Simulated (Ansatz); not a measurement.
Two isomers of C3H8Si2: A = `[SiH3]C=C=C[SiH3]`, B = `C=C=C[SiH2][SiH3]`.

Calculated with Ansatz (gas phase, PBE0-D4/def2-TZVP geometries, no zero-point term in ΔE). CBS: MP2 limit from def2 TZ/QZ plus the TZ coupled-cluster correction, frozen cores. Functionals use def2-TZVPP. One conformer a species, not always the lowest.

**Question.** Which isomer does CCSD(T)/CBS put lower? Give the gap. (Best estimate.)

**Answer.** Computed: A, by 13.4 kJ/mol.

**Question.** Give E(B) − E(A) in kJ/mol with B2PLYP, CCSD(T)/def2-TZVPP, r2SCAN-D4, HF/def2-TZVPP, MP2/def2-TZVPP, CCSD/def2-TZVPP, PBE0-D4. (An estimate is asked.)

**Answer.** Ansatz gave: B2PLYP 16.1, CCSD(T)/def2-TZVPP 13.6, r2SCAN-D4 9.7, HF/def2-TZVPP 22.5, MP2/def2-TZVPP 22.4, CCSD/def2-TZVPP 14.0, PBE0-D4 4.7. None reverses the order clearly.

Largest T1 diagnostic: 0.013.

From PBE to PBE0 (25 % exact exchange), in def2-TZVPP and without D4, E(B) − E(A) moves by +3.6 kJ/mol.
